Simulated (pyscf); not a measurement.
Optimised with ωB97X-D3(BJ)/def2-SVP in PySCF.

SMILES: [Cl][Zr]([Cl])([Cl])[SeH]
```xyz
6

Cl     2.6152    -0.5379    -1.0378
Zr     0.3338    -0.2949    -0.6786
Cl    -0.4225     1.5191    -1.9160
Cl    -0.8571    -2.2254    -1.1342
Se    -0.0608     0.1517     1.7661
H      0.8546     1.2976     1.6231
```
Charge 0, spin multiplicity 1.

Problem. What is the homolytic dissociation enthalpy (298 K, ωB97M-D3(BJ)/def2-TZVP) of the Se–Zr bond of Cl–Zr(Cl)(Cl)–SeH, to [Cl–Zr(Cl)–Cl]• + SeH•?

Solution. Se–Zr to [Cl–Zr(Cl)–Cl]• + SeH•: 306.1 kJ/mol. The 7 functionals that were run give +295.1 (M06-2X) to +354.8 kJ/mol (ωB97X-D3(BJ)). The radicals are drawn with the spin at the cut bond; how far it spreads was not checked. Left out: the spin-orbit lowering of SeH, which is large for Br, Se, Te and I. Open-shell species with a d-block atom are single-reference here; other states, and whether the spin sits on metal or ligand, were not checked. Elements up to Kr have no core potential and no relativistic terms here. Elements past Kr carry the def2 core potentials, without spin-orbit coupling.
